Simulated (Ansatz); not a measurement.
`C[O][Ge][SH]` + HCl → `C[O][Ge][Cl]` + H₂S  (ligand exchange at a Ge–S bond)

Calculated with Ansatz (gas phase, PBE0-D4/def2-TZVP geometries, no zero-point term in ΔE). CCSD(T)/CBS is the MP2 limit (def2-TZVPP, def2-QZVPP) plus CCSD(T) − MP2 in def2-TZVPP, frozen cores. This one scheme is used for every species. DFT in def2-TZVPP. B3LYP here is the variant with VWN-RPA as its local correlation; programs differ in this. For Ge outer-core shells are correlated without core-valence functions, which leaves a few kJ/mol of doubt a bond. Scalar relativity is left out up to krypton. One conformer a species, not always the lowest.

`C[O][Ge][SH]`:

```xyz
8

C    -0.942    0.388   -0.064
O    -0.431   -0.042    1.170
Ge    1.142   -0.750    1.607
S     2.240   -0.825   -0.375
H    -0.340    1.198   -0.492
H    -0.992   -0.432   -0.790
H    -1.955    0.764    0.095
H     1.278   -0.299   -1.150
```

HCl:

Z-matrix (Å, degrees):
```
Cl
H 1 1.279
```

`C[O][Ge][Cl]`:

```xyz
7

C    -0.498    0.386    0.588
O     0.739   -0.289    0.643
Ge    1.728   -1.068   -0.590
Cl    0.507   -0.732   -2.407
H    -1.211   -0.123    1.241
H    -0.902    0.418   -0.427
H    -0.363    1.408    0.952
```

H₂S:

```xyz
3

S     0.158   -0.291   -0.524
H    -1.012    0.081    0.017
H     0.854    0.210    0.507
```

Q: Is it downhill or uphill in electronic energy at CCSD(T)/CBS, and by how much? (Best estimate.)

A: Ansatz gave: Downhill: ΔE = -9.9 kcal/mol.

Q: What do these levels give: PBE0-D4, r2SCANh-D4, r2SCAN0-D4, ωB97X-V, B3LYP, r2SCANh, CAM-B3LYP, LC-ωPBE, CCSD(T)/def2-SVP, MP2/def2-TZVPP, MP2/def2-QZVPP, CCSD/CBS(def2)? (An estimate is asked.)

A: Computed: PBE0-D4 -9.4, r2SCANh-D4 -9.8, r2SCAN0-D4 -9.9, ωB97X-V -11.1, B3LYP -11.2, r2SCANh -9.9, CAM-B3LYP -11.6, LC-ωPBE -10.8, CCSD(T)/def2-SVP -10.4, MP2/def2-TZVPP -9.6, MP2/def2-QZVPP -9.8, CCSD/CBS(def2) -10.5 kcal/mol.

Largest T1 diagnostic among the species: 0.015.

From BLYP to BHLYP (50 % exact exchange), in def2-TZVPP and without D4, ΔE moves by −0.8 kcal/mol. In def2-TZVPP, CCSD(T) changes the Hartree–Fock value by +3.6 kcal/mol (the triples alone add +0.6 kcal/mol) and MP2 by +3.6 kcal/mol.
